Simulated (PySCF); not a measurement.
TiClO, SMILES [Ti+]([Cl])=[O], charge +1, multiplicity 1.

Geometry: PBE0-D3(BJ)/def2-TZVP. The spin state was assumed, not searched. The isomer is the one that the SMILES or the coordinates give; other isomers of the formula were not compared.

All values below come from TDDFT-PBE0/def2-SVPD run with PySCF 2.14.0.

Vertical excitations. The molecule is in vacuum. State labels are in the subgroup Cs.

Computed UV-visible absorptions:
```csv
state,symmetry,energy (eV),λ (nm),f,main pairs
S1,A",3.31,374,0.000,HOMO→LUMO+1 99 %
S2,A',3.38,367,0.001,HOMO→LUMO 96 %
S3,A",3.84,323,0.006,HOMO−1→LUMO 99 %
S4,A',4.15,299,0.005,"HOMO−1→LUMO+1 62 %, HOMO−2→LUMO 32 %"
S5,A",4.43,280,0.001,HOMO−2→LUMO+1 98 %
S6,A',4.74,261,0.001,"HOMO→LUMO+2 55 %, HOMO−2→LUMO 26 %"
S7,A',4.85,255,0.006,"HOMO−4→LUMO 53 %, HOMO→LUMO+2 21 %, HOMO−3→LUMO+1 18 %"
S8,A",4.87,255,0.001,"HOMO→LUMO+3 73 %, HOMO−4→LUMO+1 17 %"
S9,A",4.90,253,0.003,"HOMO−3→LUMO 49 %, HOMO−4→LUMO+1 22 %, HOMO→LUMO+3 18 %, HOMO−5→LUMO+1 7 %"
S10,A",4.99,248,0.000,"HOMO−4→LUMO+1 57 %, HOMO−3→LUMO 35 %"
T1,A",3.15,394,0,HOMO→LUMO+1 97 %
T2,A',3.21,386,0,HOMO→LUMO 85 %
T3,A',3.30,375,0,HOMO−1→LUMO+1 85 %
T4,A",3.60,345,0,HOMO−1→LUMO 97 %
```
Triplets are in the Tamm–Dancoff approximation, which puts them higher than full response would, so one can lie above its singlet here.
